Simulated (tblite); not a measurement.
Input of a run (GFN2-xTB geometry optimisation, gas phase (tblite 0.8.0)), started from a force field or distance geometry:
```
{"job": {"kind": "relax", "xc": "GFN2-xTB", "basis": "xTB"}, "charge": 0, "multiplicity": 1}
C     -0.793100     2.603000    -2.139200
C     -0.545100     1.485600    -1.817100
Si    -0.123000    -0.286900    -1.285400
F     -0.302600    -1.212900    -2.594500
C     -1.327500    -0.915900     0.033800
C     -2.092900    -1.316300     0.862200
C     -3.019500    -1.801300     1.877600
C      1.673000    -0.443300    -0.715100
C      2.036600     0.299600     0.537800
C      2.948800     1.272500     0.592000
H     -1.040300     3.601000    -2.435000
H     -2.511400    -2.453500     2.602200
H     -3.833800    -2.380000     1.432400
H     -3.463200    -0.971900     2.429000
H      1.867700    -1.503100    -0.547500
H      2.308300    -0.136600    -1.538700
H      1.527300     0.016900     1.461500
H      3.182500     1.766100     1.525000
H      3.498400     1.598600    -0.288300
```

Output (eV, eV/Å):
```
step      E/eV     max force
  0    -763.37370    2.333
  1    -763.27053    5.251
  2    -763.44961    0.411
  3    -763.45952    0.307
  4    -763.46891    0.885
  5    -763.47435    0.765
  6    -763.48109    0.286
  7    -763.48478    0.207
  8    -763.48709    0.148
  9    -763.48846    0.091
 10    -763.48950    0.081
 11    -763.49015    0.081
 12    -763.49081    0.080
 13    -763.49155    0.084
 14    -763.49220    0.056
 15    -763.49258    0.036
 16    -763.49277    0.041
 17    -763.49296    0.044
 18    -763.49320    0.043
 19    -763.49349    0.045
 20    -763.49379    0.060
 21    -763.49409    0.062
 22    -763.49440    0.049
 23    -763.49470    0.048
 24    -763.49497    0.040
 25    -763.49521    0.037
 26    -763.49540    0.041
 27    -763.49556    0.034
 28    -763.49572    0.034
 29    -763.49586    0.030
 30    -763.49597    0.026
 31    -763.49607    0.029
 32    -763.49617    0.026
 33    -763.49628    0.032
 34    -763.49639    0.029
 35    -763.49649    0.027
 36    -763.49661    0.031
 37    -763.49674    0.039
 38    -763.49691    0.040
 39    -763.49708    0.031
 40    -763.49720    0.025
 41    -763.49729    0.026
 42    -763.49742    0.033
 43    -763.49761    0.043
 44    -763.49785    0.042
 45    -763.49806    0.032
 46    -763.49821    0.032
 47    -763.49834    0.033
 48    -763.49852    0.040
 49    -763.49875    0.052
 50    -763.49895    0.040
 51    -763.49912    0.037
 52    -763.49929    0.041
 53    -763.49953    0.046
 54    -763.49986    0.061
 55    -763.50018    0.047
 56    -763.50040    0.029
 57    -763.50052    0.026
 58    -763.50063    0.035
 59    -763.50074    0.035
 60    -763.50084    0.021
 61    -763.50089    0.015
 62    -763.50091    0.013
 63    -763.50093    0.009
```

Task: Summarise the run.

Result: The energy falls by 0.127 eV over 63 L-BFGS steps, the largest force on an atom goes from 2.33 to 0.009 eV/Å, and the atoms move by 0.131 Å rms after alignment. The bond that changes most is Si3–C5 (fluorine-bound silicon to alkyne carbon), which shortens by 0.053 Å. Bonds longer at the end by more than 0.005 Å: 5 of 18; shorter: 9. Among the angles that change most is Si3–C8–C9, from 116.2° to 112.0°. The energy rose by more than 1e-5 eV at step 1.

Task: What are the final bond lengths?

Result: C1≡C2 1.201 Å, C2–Si3 1.849 Å, Si3–F4 1.624 Å, Si3–C5 1.841 Å, C5≡C6 1.205 Å, C6–C7 1.443 Å, Si3–C8 1.907 Å, C8–C9 1.488 Å, C9=C10 1.320 Å, C1–H11 1.052 Å, C7–H12 1.090 Å, C7–H13 1.089 Å, C7–H14 1.090 Å, C8–H15 1.093 Å, C8–H16 1.092 Å, C9–H17 1.083 Å, C10–H18 1.076 Å, C10–H19 1.078 Å. Numbering counts from 1 in the input's order; the species is `C#C[Si@](F)(C#CC)CC=C`.

Time: 0.56 s of wall time. Hardware: one thread of an Arm Neoverse V1, no GPU (shared host).

GFN2-xTB frequencies show an imaginary mode (39i cm⁻¹), so the point is no minimum at that level. 2 starts were optimised and ended at 0.00 and 0.37 kcal/mol (GFN2-xTB); the lowest of these is shown.

Shape of the structure used: `[CH:1]#[C:2][Si@:3]([F:4])([C:5]#[C:6][CH3:7])[CH2:8][CH:9]=[CH2:10]`: C2–Si3–C8–C9 63°, Si3–C8–C9–C10 -109°.

All values are computed, not measured.
